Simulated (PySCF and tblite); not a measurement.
Results of a calculation; reference values are marked as such.
System: C₆H₆O₃, numbered as in [CH3:1][O:2][c:3]1[o:4][cH:5][cH:6][c:7]1[CH:8]=[O:9].

Geometries: GFN2-xTB; energies: PBE0/pcSseg-1 + D3(BJ); zero-point and thermal terms from GFN2-xTB harmonic modes (soft modes blended into free rotors). Rates follow Eyring's equation with the number of equivalent paths and no tunnelling. Programs: tblite and PySCF.

Problem. How high is the barrier to the rotation about the C3–O2 bond (torsion O4–C3–O2–C1 from 0° to 180°, rising), through which structure does it pass, and what rate follows at 298 K?

Solution. The electronic barrier is 4.3 kcal/mol and ΔG‡(298 K) 4.4 kcal/mol, over a C1 saddle with an imaginary mode of 107i cm⁻¹ (GFN2-xTB). With 2 equivalent paths, k is 7.6×10⁹ s⁻¹, a mean lifetime of the start of 130 ps against this motion. The end lies 2.4 kcal/mol above the start in free energy.
